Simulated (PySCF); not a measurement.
Correlation energy of Au+ (gold, charge +1)

[Xe] 4f14 5d9 6s1, 6s spin antiparallel (an excited configuration). Calculation: PySCF 2.14, in x2c-TZVPPall with one added diffuse shell each of s, p, d, f type (12s8p8d4f1g, 113 functions); scalar relativity by spin-free X2C-1e. Frozen: [Kr] 4d10 4f14; 18 electrons correlated.

MP2 pair energies summed by pair of shells (mhartree):

```tsv
pair	energy	share (%)
5d-5d	-243.51	46.6
5p-5d	-141.08	27.0
5d-6s	-50.32	9.6
5p-5p	-37.38	7.1
5s-5d	-22.85	4.4
5s-5p	-17.40	3.3
5p-6s	-7.19	1.4
5s-5s	-2.88	0.6
5s-6s	-0.47	0.1
```

Total MP2 correlation energy: -523.08 mhartree.

Same-spin part -172.91 and opposite-spin part -350.18 mhartree; SCS-MP2 scales them by 1/3 and 6/5 to -477.85 mhartree.

This basis was not built for core-valence correlation, so the inner-shell part is incomplete.
